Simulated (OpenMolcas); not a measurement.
# Co III: terms and fine structure

- Program: OpenMolcas
- Method: MS-CASPT2, IPEA 0.25 Eh, imaginary shift 0.1 Eh (closed shells correlated: 3s 3p)
- Basis: ANO-RCC-VTZP [6s5p3d2f1g]
- Scalar Hamiltonian: DKH2, point nucleus
- Active space: 7 electrons in 5 orbitals (3d)
- State averaging: 2S+1 = 4 even, 10 roots; 2S+1 = 2 even, 40 roots kept (CI in the orbitals of an earlier block)
- Spin-orbit coupling: RASSI with atomic mean-field integrals over the reference wave functions, term energies averaged over their components

Spin-free terms above the lowest, with the occupations of the reference:

```json
{"Configuration": "3d⁷", "Term": "⁴F", "E (cm⁻¹)": "0.0", "Occupations": "3d 7.00"}
{"Configuration": "3d⁷", "Term": "⁴P", "E (cm⁻¹)": "14970", "Occupations": "3d 7.00"}
{"Configuration": "3d⁷", "Term": "²G", "E (cm⁻¹)": "16410", "Occupations": "3d 7.00"}
{"Configuration": "3d⁷", "Term": "²P", "E (cm⁻¹)": "19630", "Occupations": "3d 7.00"}
{"Configuration": "3d⁷", "Term": "²H", "E (cm⁻¹)": "22590", "Occupations": "3d 7.00"}
{"Configuration": "3d⁷", "Term": "²D(1)", "E (cm⁻¹)": "22680", "Occupations": "3d 7.00"}
{"Configuration": "3d⁷", "Term": "²F", "E (cm⁻¹)": "36660", "Occupations": "3d 7.00"}
{"Configuration": "3d⁷", "Term": "²D(2)", "E (cm⁻¹)": "57980", "Occupations": "3d 7.00"}
```

With spin-orbit coupling, above the lowest level:

```tsv
Configuration	Term	J	E (cm⁻¹)	Measured (cm⁻¹)	Term weight %
3d⁷	⁴F	9/2	0.0	0.0	100
3d⁷	⁴F	7/2	856	841	100
3d⁷	⁴F	5/2	1482	1451	100
3d⁷	⁴F	3/2	1910	1867	100
3d⁷	⁴P	5/2	15530	15202	100
3d⁷	⁴P	3/2	15760	15428	94
3d⁷	⁴P	1/2	16200	15811	98
3d⁷	²G	9/2	16880	16978	98
3d⁷	²G	7/2	17690	17766	100
3d⁷	²P	3/2	20240	20195	87
3d⁷	²P	1/2	20970		98
3d⁷	²H	11/2	23190	22720	100
3d⁷	²D(1)	5/2	23240	23059	100
3d⁷	²H	9/2	23910	23434	98
3d⁷	²D(1)	3/2	24450	24237	92
3d⁷	²F	5/2	37320	37021	100
3d⁷	²F	7/2	37680	37316	100
3d⁷	²D(2)	3/2	58630		100
3d⁷	²D(2)	5/2	59060		100
```

Against the 15 measured excited levels shown (Sugar and Corliss, J. Phys. Chem. Ref. Data 10, 1097 (1981)) the mean absolute deviation is 220 cm-1; the largest miss in energy is 3d⁷ ²H_9/2: computed 23910, measured 23434 cm⁻¹ (+2.0 %), and the largest in proportion 3d⁷ ⁴P_1/2 (+2.4 %).

Spin-orbit coupling puts the lowest level 870 cm⁻¹ below the lowest spin-free term.

A least-squares Racah fit to the terms below 60000 cm-1, each weighted by 2L + 1 and with a free common offset, gives B = 1011 cm-1 and C = 4099 cm-1 (C/B = 4.06), with an rms deviation of 747 cm-1.

For ⁴F the intervals divided by the larger J are -171.3, -178.8, -190.2 cm-1. Landé's interval rule makes them equal in pure LS coupling; they differ by 11 % of their mean. The multiplet is inverted.

CASPT2 breaks the degeneracy within a term, and the mean is taken; among the terms shown or strongly mixed into the levels shown the widest spread is 970 cm-1 (3d⁷ ⁴F). Terms from blocks run as CI alone lack orbitals of their own. The CASPT2 spread within a term exceeds the gap to the next term for 3d⁷ ²H and 3d⁷ ²D(1), so the order of their levels is uncertain. Computed and measured levels are paired by configuration, term and J; levels that our copy of the source lacks, or whose pairing is in doubt (as where it misses far off the trend of its configuration), stay unpaired and out of the deviations. Levels of configurations outside the active space are missing.

The term weight is that of the spin-free term in the level, not the purity of its configuration. A number in round brackets counts repeated terms of one configuration in the order of the reference energies.
